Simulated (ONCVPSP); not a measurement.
## W (Z = 74), ONCV: configuration errors across variants

| Item | Value |
| --- | --- |
| Element | W |
| Generator | ONCVPSP 4.0.1 |
| Type | optimised norm-conserving Vanderbilt (ONCV) |
| Functional | revPBE |
| Relativity | scalar-relativistic |
| Frozen core | [Kr] 4d10 |
| Valence charge | 28 |
| Reference configuration | 4f13 5s2 5p6 5d5 6s2 |
| Partial waves | 5s+6s: rc 1.45 bohr, ncon 4, nbas 7, qcut 6.7 1/bohr, 3 projectors, debl 0.3 Ha; 5p: rc 1.90 bohr, ncon 4, nbas 8, qcut 7.9 1/bohr, 3 projectors, debl 2.4 Ha; 5d: rc 1.65 bohr, ncon 4, nbas 8, qcut 6.9 1/bohr, 2 projectors, debl 2 Ha; 4f: rc 0.65 bohr, ncon 5, nbas 10, qcut 26.8 1/bohr, 2 projectors, debl 3.6 Ha |
| Local potential | polynomial inside 0.55 bohr (lpopt 5, dvloc0 0 Ha) |
| Core correction | polynomial model core, fcfact 0.4 |

All-electron excitation energies from the reference (eV): (1) 4f14 5s2 5p6 5d4 6s2 -32.722; (2) 4f14 5s2 5p6 5d4 6s1 -23.916; (3) 4f14 5s2 5p6 5d4 6s0 -8.373; (4) 4f14 5s2 5p6 5d3 6s2 6p1 -28.708.

2 further variants failed, have other tests or too few solved ones, and are left out.

A true bound ghost makes a file unfit for plane-wave use even where its test errors are small: the radial tests pick states by their node count and pass the ghost by.

Errors AE − PS in meV (a dash: test not solved or not reliable):

```tsv
change	(1)	(2)	(3)	(4)	bound ghosts	GHOST(+) flags above zero
base	-430	-384	-335	-533	s, p	d
all radii but the core radius scaled by about 0.84 (s 1.22, p 1.60, d 1.38, f 0.54 bohr); local potential polynomial inside 0.46 bohr (lpopt 5, dvloc0 0 Ha)	-552	-522	-493	-637	s, p, d	s
all radii but the core radius scaled by about 0.88 (s 1.28, p 1.68, d 1.46, f 0.58 bohr); local potential polynomial inside 0.48 bohr (lpopt 5, dvloc0 0 Ha)	-517	-484	-454	-610	s, p, d	s
all radii but the core radius scaled by about 1.07 (s 1.54, p 2.04, d 1.76, f 0.70 bohr); local potential polynomial inside 0.58 bohr (lpopt 5, dvloc0 0 Ha)	-395	-343	-286	-509	s, p	d
all radii but the core radius scaled by about 1.14 (s 1.64, p 2.16, d 1.88, f 0.74 bohr); local potential polynomial inside 0.62 bohr (lpopt 5, dvloc0 0 Ha)	-389	-329	-259	-512	s, p	d
all radii but the core radius scaled by about 1.21 (s 1.76, p 2.30, d 2.00, f 0.78 bohr); local potential polynomial inside 0.66 bohr (lpopt 5, dvloc0 0 Ha)	-51	+2.2	+65	-150	s, p	s, d
all radii but the core radius scaled by about 1.27 (s 1.86, p 2.42, d 2.10, f 0.82 bohr); local potential polynomial inside 0.70 bohr (lpopt 5, dvloc0 0 Ha)	-271	-199	-113	-392	s	s, p, d
```

**Question.** Give the same row for: all radii but the core radius scaled by about 1.31 (s 1.90, p 2.48, d 2.16, f 0.84 bohr); local potential polynomial inside 0.72 bohr (lpopt 5, dvloc0 0 Ha).

**Answer.** -265, -190, -100, -386; bound ghosts: s; GHOST(+) flags above zero: s, p.
